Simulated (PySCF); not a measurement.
C₆ coefficients of unlike pairs at BP86

Calculated with PySCF 2.14 from the dipole response of each species, C₆(A,B) = (3/π) ∫ α_A(iu) α_B(iu) du, in atomic units, from isotropic polarisabilities. For ions this is the dispersion term alone; charge-induced terms of lower order in 1/R come first.

```
species           configuration                                                                                              basis      relativity  α (bohr³)  C₆ (like pair)
     C⁺       [He] 2s2 2p1 (2P)                                                                        aug-cc-pVQZ-DK (6s5p4d3f2g)   spin-free X2C      6.087           14.65
     Sn  [Kr] 4d10 5s2 5p2 (3P)                                                                         aug-cc-pVTZ-DK3 (8s7p5d2f)   spin-free X2C      61.61           668.3
   Kr²⁺  [Ar] 3d10 4s2 4p4 (3P)  aug-cc-pVQZ-PP with one added diffuse shell each of s, p, d, f, g type with ECP10MDF (8s7p6d4f3g)  core potential      7.549           37.01
```

Q: Estimate C₆ for Kr²⁺ with Sn.

A: The integral gives 135.5. The combination rule 2 C_A C_B / (C_A α_B/α_A + C_B α_A/α_B) gives 128.8 and the geometric mean 157.3.

No spin-orbit coupling is included.

The other pairs:

| pair | C₆ |
| --- | --- |
| Kr²⁺, C⁺ | 22.77 |
| Sn, C⁺ | 93.27 |
